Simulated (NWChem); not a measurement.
System: BNH₂Cl₂; SMILES NB(Cl)Cl

Input file for NWChem:

```
start job
memory heap 200 mb stack 900 mb global 1100 mb
geometry units angstroms noautoz
  B      0.000000     0.000000    -0.333253
  Cl     1.535415     0.000000     0.559285
  Cl    -1.535415     0.000000     0.559285
  N      0.000000     0.000000    -1.730568
  H     -0.861000     0.000000    -2.276915
  H      0.861000     0.000000    -2.276915
end
basis spherical
  * library def2-svp
end
dft
  xc xwpbe 1.00 cpbe96 1.0 hfexch 1.00
  cam 0.15 cam_alpha 0.0 cam_beta 1.0
  iterations 150
  vectors input atomic output neutral.movecs
end
task dft energy
charge 1
dft
  odft
  mult 2
  vectors input atomic output cation.movecs
end
task dft energy
```

Parts of the log:

```
             Northwest Computational Chemistry Package (NWChem) 7.3.0
             --------------------------------------------------------

 C2V symmetry detected

                             Geometry "geometry" -> ""
                             -------------------------

 Output coordinates in angstroms (scale by  1.889725989 to convert to a.u.)

  No.       Tag          Charge          X              Y              Z
 ---- ---------------- ---------- -------------- -------------- --------------
    1 B                    5.0000     0.00000000     0.00000000    -0.34745340
    2 Cl                  17.0000     1.53541500     0.00000000     0.54508460
    3 Cl                  17.0000    -1.53541500     0.00000000     0.54508460
    4 N                    7.0000     0.00000000     0.00000000    -1.74476840
    5 H                    1.0000    -0.86100000     0.00000000    -2.29111540
    6 H                    1.0000     0.86100000     0.00000000    -2.29111540

 Effective nuclear repulsion energy (a.u.)     180.4711354201

      Symmetry information
      --------------------

 Group name             C2v
 Group number             16
 Group order               4
 No. of unique centers     4

  pbe96 is a nonlocal functional; adding pw91lda local functional.

                                 NWChem DFT Module
                                 -----------------

 Summary of "ao basis" -> "ao basis" (spherical)
 ------------------------------------------------------------------------------
       Tag                 Description            Shells   Functions and Types
 ---------------- ------------------------------  ------  ---------------------
 B                          def2-svp                 6       14   3s2p1d
 Cl                         def2-svp                 8       18   4s3p1d
 N                          def2-svp                 6       14   3s2p1d
 H                          def2-svp                 3        5   2s1p

      Symmetry analysis of basis
      --------------------------

        a1         31
        a2          8
        b1         23
        b2         12

            General Information
            -------------------
          SCF calculation type: DFT
          Wavefunction type:  closed shell.
          No. of atoms     :     6
          No. of electrons :    48
           Alpha electrons :    24
            Beta electrons :    24
          Charge           :     0
          Spin multiplicity:     1
          Use of symmetry is: on ; symmetry adaption is: on
          Maximum number of iterations: 150
          AO basis - number of functions:    74
                     number of shells:    34
          Convergence on energy requested:  1.00D-06
          Convergence on density requested:  1.00D-05
          Convergence on gradient requested:  5.00D-04

              XC Information
              --------------
                     Hartree-Fock (Exact) Exchange  1.000
                     LC-wPBE(h)Exchange Functional  1.000
            Perdew 1991 LDA Correlation Functional  1.000 local
           PerdewBurkeErnz. Correlation Functional  1.000 non-local

           Range-Separation Parameters
           ---------------------------
           Alpha           :  0.00
           Beta            :  1.00
           Gamma           :  0.15
           Short-Range HF  :     F

             Grid Information
             ----------------
          Grid used for XC integration:  medium
          Radial quadrature: Mura-Knowles
          Angular quadrature: Lebedev.
          Tag              B.-S. Rad. Rad. Pts. Rad. Cut. Ang. Pts.
          ---              ---------- --------- --------- ---------
          B                   0.85       49           8.0       434
          Cl                  1.00       88          10.0       590
          N                   0.65       49           8.0       434
          H                   0.35       45          10.0       434
          Grid pruning is: on
          Number of quadrature shells:   231
          Spatial weights used:  Erf1

      Superposition of Atomic Density Guess
      -------------------------------------

 Sum of atomic energies:        -998.39377267

      Non-variational initial energy
      ------------------------------

 Total energy =    -999.833827
 1-e energy   =   -1736.024230
 2-e energy   =     555.719267
 HOMO         =      -0.369361
 LUMO         =       0.092007

      Symmetry analysis of molecular orbitals - initial
      -------------------------------------------------

  Numbering of irreducible representations:

     1 a1          2 a2          3 b1          4 b2

  Orbital symmetries:

     1 b1          2 a1          3 a1          4 a1          5 b1
     6 a1          7 b1          8 a1          9 b2         10 b1
    11 a2         12 a1         13 a1         14 a1         15 b1
    16 a1         17 b1         18 a1         19 b1         20 b2
    21 a1         22 a2         23 b1         24 b2         25 b2
    26 a1         27 a1         28 b1         29 a1         30 b1
    31 a1         32 b1         33 b2         34 a1

   convergence    iter        energy       DeltaE   RMS-Dens  Diis-err
 ---------------- ----- ----------------- --------- --------- ---------
 d= 0,ls=0.0,diis     1  -1000.4685179704 -1.18D+03  1.24D-02  6.57D-01
 d= 0,ls=0.0,diis     2  -1000.4846419498 -1.61D-02  6.90D-03  4.70D-01
 d= 0,ls=0.0,diis     3  -1000.5364934332 -5.19D-02  1.43D-03  3.24D-02
 d= 0,ls=0.0,diis     4  -1000.5403295509 -3.84D-03  3.77D-04  1.78D-03
 d= 0,ls=0.0,diis     5  -1000.5405236910 -1.94D-04  1.11D-04  1.10D-04
  Resetting Diis
 d= 0,ls=0.0,diis     6  -1000.5405388900 -1.52D-05  2.30D-05  2.82D-06
 d= 0,ls=0.0,diis     7  -1000.5405393456 -4.56D-07  4.13D-06  5.43D-08

         Total DFT energy =    -1000.540539345637
      One electron energy =    -1738.827306218080
           Coulomb energy =      625.608255665710
    Exchange-Corr. energy =      -67.792624213386
 Nuclear repulsion energy =      180.471135420119

 Numeric. integr. density =       47.999998201594

                  Occupations of the irreducible representations
                  ----------------------------------------------

                     irrep           alpha         beta
                     --------     --------     --------
                     a1               11.0         11.0
                     a2                2.0          2.0
                     b1                8.0          8.0
                     b2                3.0          3.0

                       DFT Final Molecular Orbital Analysis
                       ------------------------------------

 Vector   22  Occ=2.000000D+00  E=-3.535206D-01  Symmetry=a2
              MO Center=  9.5D-15, -2.5D-16,  5.3D-01, r^2= 3.4D+00
   Bfn.  Coefficient  Atom+Function         Bfn.  Coefficient  Atom+Function
  ----- ------------  ---------------      ----- ------------  ---------------
    26      0.464412  2 Cl py                44     -0.464412  3 Cl py
    23      0.344677  2 Cl py                41     -0.344677  3 Cl py
    20      0.200735  2 Cl py                38     -0.200735  3 Cl py
    10      0.033589  1 B  d -2

 Vector   23  Occ=2.000000D+00  E=-3.396909D-01  Symmetry=b1
              MO Center=  1.2D-14, -9.0D-17,  4.9D-01, r^2= 3.5D+00
   Bfn.  Coefficient  Atom+Function         Bfn.  Coefficient  Atom+Function
  ----- ------------  ---------------      ----- ------------  ---------------
    27     -0.339813  2 Cl pz                45      0.339813  3 Cl pz
    25      0.314037  2 Cl px                43      0.314037  3 Cl px
    24     -0.260878  2 Cl pz                42      0.260878  3 Cl pz
    22      0.238539  2 Cl px                40      0.238539  3 Cl px
    21     -0.150661  2 Cl pz                39      0.150661  3 Cl pz

 Vector   24  Occ=2.000000D+00  E=-3.312566D-01  Symmetry=b2
              MO Center= -8.4D-15,  4.7D-17, -9.3D-01, r^2= 2.9D+00
   Bfn.  Coefficient  Atom+Function         Bfn.  Coefficient  Atom+Function
  ----- ------------  ---------------      ----- ------------  ---------------
    55      0.486122  4 N  py                58     -0.390601  4 N  py
    26      0.285087  2 Cl py                44      0.285087  3 Cl py
    23      0.206507  2 Cl py                41      0.206507  3 Cl py
    20      0.119973  2 Cl py                38      0.119973  3 Cl py
     5      0.101424  1 B  py                11      0.037320  1 B  d -1

 Vector   25  Occ=0.000000D+00  E= 5.698910D-02  Symmetry=b2
              MO Center= -9.3D-15, -6.6D-15, -3.7D-01, r^2= 2.5D+00
   Bfn.  Coefficient  Atom+Function         Bfn.  Coefficient  Atom+Function
  ----- ------------  ---------------      ----- ------------  ---------------
     5      0.650434  1 B  py                 8     -0.560682  1 B  py
    58      0.373724  4 N  py                26      0.310693  2 Cl py
    44      0.310693  3 Cl py                55     -0.300791  4 N  py
    23      0.159219  2 Cl py                41      0.159219  3 Cl py
    20      0.090747  2 Cl py                38      0.090747  3 Cl py

 Vector   26  Occ=0.000000D+00  E= 9.503847D-02  Symmetry=a1
              MO Center= -1.7D-14,  1.0D-15, -2.2D+00, r^2= 3.9D+00
   Bfn.  Coefficient  Atom+Function         Bfn.  Coefficient  Atom+Function
  ----- ------------  ---------------      ----- ------------  ---------------
    53      1.380000  4 N  s                 66     -0.920991  5 H  s
    71     -0.920991  6 H  s                  3     -0.578067  1 B  s
    59     -0.278831  4 N  pz                52      0.255243  4 N  s
    18      0.173338  2 Cl s                 36      0.173338  3 Cl s
    56      0.156670  4 N  pz                51      0.136223  4 N  s

 Vector   27  Occ=0.000000D+00  E= 1.314909D-01  Symmetry=b1
              MO Center= -9.5D-15, -7.1D-17, -1.9D+00, r^2= 4.0D+00
   Bfn.  Coefficient  Atom+Function         Bfn.  Coefficient  Atom+Function
  ----- ------------  ---------------      ----- ------------  ---------------
    66      1.143704  5 H  s                 71     -1.143704  6 H  s
    57      0.634325  4 N  px                 4     -0.396301  1 B  px
     7      0.372498  1 B  px                54     -0.301497  4 N  px
    18     -0.237177  2 Cl s                 36      0.237177  3 Cl s
    25      0.198952  2 Cl px                43      0.198952  3 Cl px

     Multipole analysis of the density
     ---------------------------------

     L   x y z        total         alpha         beta         nuclear
     -   - - -        -----         -----         ----         -------
     0   0 0 0      0.000000    -24.000000    -24.000000     48.000000

     1   1 0 0      0.000000      0.000000      0.000000      0.000000
     1   0 1 0     -0.000000     -0.000000     -0.000000      0.000000
     1   0 0 1     -1.166507     -0.583254     -0.583254      0.000000

     2   2 0 0    -27.332001   -159.432588   -159.432588    291.533175
     2   1 1 0      0.000000      0.000000      0.000000      0.000000
     2   1 0 1      0.000000      0.000000      0.000000      0.000000
     2   0 2 0    -27.732380    -13.866190    -13.866190      0.000000
     2   0 1 1      0.000000      0.000000      0.000000      0.000000
     2   0 0 2    -22.348559    -87.083576    -87.083576    151.818592

                                 NWChem DFT Module
                                 -----------------

      Symmetry analysis of basis
      --------------------------

        a1         31
        a2          8
        b1         23
        b2         12

            General Information
            -------------------
          SCF calculation type: DFT
          Wavefunction type:  spin polarized.
          No. of atoms     :     6
          No. of electrons :    47
           Alpha electrons :    24
            Beta electrons :    23
          Charge           :     1
          Spin multiplicity:     2
          Use of symmetry is: on ; symmetry adaption is: on
          Maximum number of iterations: 150
          This is a Direct SCF calculation.
          AO basis - number of functions:    74
                     number of shells:    34
          Convergence on energy requested:  1.00D-06
          Convergence on density requested:  1.00D-05
          Convergence on gradient requested:  5.00D-04

              XC Information
              --------------
                     Hartree-Fock (Exact) Exchange  1.000
                     LC-wPBE(h)Exchange Functional  1.000
            Perdew 1991 LDA Correlation Functional  1.000 local
           PerdewBurkeErnz. Correlation Functional  1.000 non-local

           Range-Separation Parameters
           ---------------------------
           Alpha           :  0.00
           Beta            :  1.00
           Gamma           :  0.15
           Short-Range HF  :     F

             Grid Information
             ----------------
          Grid used for XC integration:  medium
          Radial quadrature: Mura-Knowles
          Angular quadrature: Lebedev.
          Tag              B.-S. Rad. Rad. Pts. Rad. Cut. Ang. Pts.
          ---              ---------- --------- --------- ---------
          B                   0.85       49           8.0       434
          Cl                  1.00       88          10.0       590
          N                   0.65       49           8.0       434
          H                   0.35       45          10.0       434
          Grid pruning is: on
          Number of quadrature shells:   231
          Spatial weights used:  Erf1

      Superposition of Atomic Density Guess
      -------------------------------------

 Sum of atomic energies:        -998.39377267

 Renormalizing density from      48.00 to     47

      Non-variational initial energy
      ------------------------------

 Total energy =    -986.580427
 1-e energy   =   -1699.857058
 2-e energy   =     532.805496
 HOMO         =      -0.656362
 LUMO         =      -0.203492

   Symmetry analysis of molecular orbitals - initial alpha
   -------------------------------------------------------

  Numbering of irreducible representations:

     1 a1          2 a2          3 b1          4 b2

  Orbital symmetries:

     1 b1          2 a1          3 a1          4 a1          5 b1
     6 a1          7 b1          8 a1          9 b1         10 b2
    11 a2         12 a1         13 a1         14 a1         15 b1
    16 a1         17 b1         18 a1         19 b1         20 b2
    21 a1         22 a2         23 b1         24 b2         25 b2
    26 a1         27 a1         28 b1         29 b1         30 a1
    31 a1         32 b1         33 b2         34 a1

   Symmetry analysis of molecular orbitals - initial beta
   ------------------------------------------------------

  Numbering of irreducible representations:

     1 a1          2 a2          3 b1          4 b2

  Orbital symmetries:

     1 b1          2 a1          3 a1          4 a1          5 b1
     6 a1          7 b1          8 a1          9 b1         10 b2
    11 a2         12 a1         13 a1         14 a1         15 b1
    16 a1         17 b1         18 a1         19 b1         20 b2
    21 a1         22 a2         23 b1         24 b2         25 b2
    26 a1         27 a1         28 b1         29 b1         30 a1
    31 a1         32 b1         33 b2         34 a1

[...]
```

Level: LC-wPBE (HJS exchange hole, range parameter 0.15 per bohr)/def2-SVP, vertical spin-unrestricted ions. The geometry was optimised at PBE-D3(BJ)/def2-SVP.
